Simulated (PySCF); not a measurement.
## AsS₃⁻: fields on a plane

All numbers come from PBE0/[As def2-SVPD, S def2-SVPD], no relativity, density fitting, PySCF.

The singlet minimum has As–S 2.078 Å (×3); S–As–S 120.0° (×3).

The plane holds As1 at (0.00, 0.00), S2 at (2.08, 0.00), S3 at (-1.04, 1.80), S4 at (-1.04, -1.80) Å. Columns run from x = -3.15 to 4.35 Å, rows from y = 4.05 (top) to -3.75 Å, in steps of 0.3 Å. Other isomers or separated fragments may lie lower.

Task: Give the electrostatic potential (V) (cut at 20 V). Every second row and column.

Result: 
```
-2.9 -3.1 -3.3 -3.5 -3.8 -3.9 -3.9 -3.7 -3.4 -3.2 -3.0 -2.8 -2.6
-3.2 -3.4 -3.4 -3.4 -4.0 -4.6 -4.6 -4.2 -3.9 -3.6 -3.4 -3.1 -2.8
-3.6 -3.7 -2.0  2.2  1.1 -4.0 -5.1 -4.8 -4.4 -4.1 -3.8 -3.4 -3.1
-4.1 -3.9  3.9 20.0 20.0  2.8 -4.8 -5.0 -4.9 -4.8 -4.4 -3.8 -3.4
-4.5 -4.5  6.2 20.0 20.0  9.4 -3.0 -4.5 -5.0 -5.1 -4.8 -4.2 -3.6
-4.7 -5.1 -1.9 15.5 20.0 10.0  4.5 -1.2 -0.4  0.5 -2.8 -3.9 -3.6
-4.6 -5.1 -4.4 -0.1 17.9 20.0 20.0  8.1 20.0 20.0  9.7 -2.5 -3.5
-4.5 -5.0 -4.4 -0.1 20.0 20.0 20.0 12.8 20.0 20.0 18.4 -1.9 -3.4
-4.6 -5.2 -3.8  2.6 11.5 20.0 17.4  2.7 11.0 17.5  1.5 -3.4 -3.6
-4.6 -4.9  2.0 20.0 20.0  7.6 -0.8 -3.4 -4.0 -4.1 -4.4 -4.2 -3.6
-4.3 -4.1  7.0 20.0 20.0  8.0 -4.1 -4.9 -5.1 -5.0 -4.6 -4.0 -3.5
-3.9 -3.8  0.2 16.2 15.1 -1.8 -5.1 -5.0 -4.7 -4.4 -4.1 -3.6 -3.2
-3.4 -3.6 -3.1 -2.1 -3.0 -4.7 -4.9 -4.5 -4.2 -3.9 -3.6 -3.3 -3.0
-3.1 -3.2 -3.4 -3.6 -4.0 -4.3 -4.2 -3.9 -3.7 -3.4 -3.2 -3.0 -2.7
```

Task: Give the electron density (e/Å³) (cut at 5 e/Å³). Every second row and column.

Result: 
```
0.00 0.00 0.00 0.00 0.01 0.00 0.00 0.00 0.00 0.00 0.00 0.00 0.00
0.00 0.00 0.02 0.04 0.04 0.03 0.01 0.00 0.00 0.00 0.00 0.00 0.00
0.00 0.02 0.10 0.29 0.35 0.15 0.04 0.01 0.00 0.00 0.00 0.00 0.00
0.01 0.06 0.42 1.38 1.62 0.56 0.09 0.02 0.01 0.01 0.01 0.00 0.00
0.01 0.09 0.69 5.00 5.00 0.72 0.12 0.04 0.05 0.06 0.03 0.01 0.00
0.01 0.06 0.30 0.89 1.06 0.69 0.29 0.18 0.34 0.44 0.18 0.04 0.01
0.00 0.02 0.07 0.23 0.75 5.00 1.78 0.65 1.23 2.07 0.62 0.08 0.01
0.00 0.01 0.04 0.17 0.88 5.00 5.00 0.89 2.40 5.00 0.79 0.10 0.01
0.01 0.04 0.15 0.43 0.81 1.04 0.59 0.36 0.79 1.05 0.37 0.06 0.01
0.01 0.08 0.52 1.51 1.47 0.66 0.17 0.08 0.14 0.16 0.08 0.02 0.00
0.01 0.09 0.64 5.00 5.00 0.72 0.11 0.02 0.02 0.02 0.01 0.00 0.00
0.01 0.04 0.22 0.73 0.90 0.32 0.06 0.01 0.00 0.00 0.00 0.00 0.00
0.00 0.01 0.04 0.10 0.12 0.07 0.02 0.00 0.00 0.00 0.00 0.00 0.00
0.00 0.00 0.01 0.01 0.02 0.01 0.00 0.00 0.00 0.00 0.00 0.00 0.00
```

The lowest empty level of this anion is unbound, so it and the gap depend on the basis.
